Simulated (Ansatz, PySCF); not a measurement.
Process, species as SMILES: CC(C)C[SeH] [2-methylpropane-1-selenol] + 4 [H][H] (H2) -> 4 C (CH4) + [SeH2] (H2Se)
Structures are relaxed separately at B3LYP-D3(BJ)/def2-TZVP in Ansatz (a first-principles code), one conformer each, not searched for the lowest. Frequencies are from Ansatz or PySCF.
Geometry of the first species:
```xyz
15

C     -1.4468     2.4066     0.5322
C     -1.0910     0.9876     0.0802
C     -1.9403    -0.0466     0.8189
C      0.4042     0.7538     0.2765
Se     0.9649    -1.0151    -0.4362
H     -2.5061     2.6113     0.3655
H     -1.2464     2.5367     1.5990
H     -0.8692     3.1559    -0.0125
H     -1.3038     0.9071    -0.9908
H     -1.7329    -0.0199     1.8920
H     -1.7451    -1.0614     0.4686
H     -3.0035     0.1543     0.6771
H      0.6646     0.7884     1.3342
H      0.9832     1.5048    -0.2562
H      2.3949    -0.6741    -0.4922
```
Charge 0, spin multiplicity 1.

Property: energy of full hydrogenation (enthalpy at 298 K, with B3LYP-D3(BJ) rigid-rotor harmonic-oscillator terms), in eV. Correlated levels leave the core frozen unless marked. Spin-orbit coupling is left out. Frozen are the shells of the preceding noble gas and the d and f shells that filled before the atom's block. Non-relativistic. CBS(X,Y): correlation extrapolated as X^-3; Hartree-Fock from the larger set.

```tsv
level	program	energy of full hydrogenation (eV)
PBE/def2-TZVPD	Ansatz	-2.42
PBE0/def2-TZVPD	Ansatz	-2.52
wB97X-V/def2-TZVPD	Ansatz	-2.31
B2PLYP/def2-TZVPD	Ansatz	…
SCS-MP2/cc-pVQZ	Ansatz	-2.28
CCSD/aug-cc-pVTZ	Ansatz	…
CCSD(T)/CBS(cc-pVTZ,cc-pVQZ)	Ansatz	-2.27
```

Q: Fill in the missing entries.

A: 
- B2PLYP/def2-TZVPD, energy of full hydrogenation (eV): -2.47
- CCSD/aug-cc-pVTZ, energy of full hydrogenation (eV): -2.43
